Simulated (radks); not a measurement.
The numbers below are computed, except where a source is named.
Q: All-electron atom: the osmium ion Os7+ in [Xe] 4f14 5d1. Level of theory: scalar-relativistic Kohn-Sham, SCAN, spin-polarised, spherical densities, finite nucleus; open shells are filled with parallel spins first (spin-orbit coupling, left out, can overturn this in heavy ions); meta-GGA in the generalised Kohn-Sham scheme; Fermi nuclear charge, rms radius 5.4126 fm (a radial shooting solver on a logarithmic mesh with Libxc functionals). Some entries of the table are withheld. Estimate them.

orbital,occ.,eigenvalue (hartree),<r^2> (bohr^2)
1s up,1,-2720.911,0.0004336
1s down,1,-2720.911,0.0004336
2s up,1,-477.9240,0.006637
2s down,1,-477.9215,0.006637
2p up,3,-416.5387,0.005532
2p down,3,-416.5363,0.005532
3s up,1,-114.4570,0.04290
3s down,1,-114.4563,0.04290
3p up,3,-96.32212,0.04384
3p down,3,-96.32114,0.04384
3d up,5,-76.02375,0.03641
3d down,5,-76.02158,0.03641
4s up,1,-27.23337,0.2101
4s down,1,-27.22899,0.2101
4p up,3,-21.25662,0.2393
4p down,3,-21.25220,0.2392
4d up,5,-13.80819,0.2761
4d down,5,-13.80246,0.2759
5s up,1,(1),1.085
5s down,1,(2),1.082
4f up,7,(3),0.3708
4f down,7,(4),0.3684
5p up,3,-5.37201,1.384
5p down,3,-5.33522,1.375
5d up,1,-3.42621,2.135

A: 
(1) 5s up eigenvalue (hartree): -6.96338
(2) 5s down eigenvalue (hartree): -6.93402
(3) 4f up eigenvalue (hartree): -5.55690
(4) 4f down eigenvalue (hartree): -5.54754
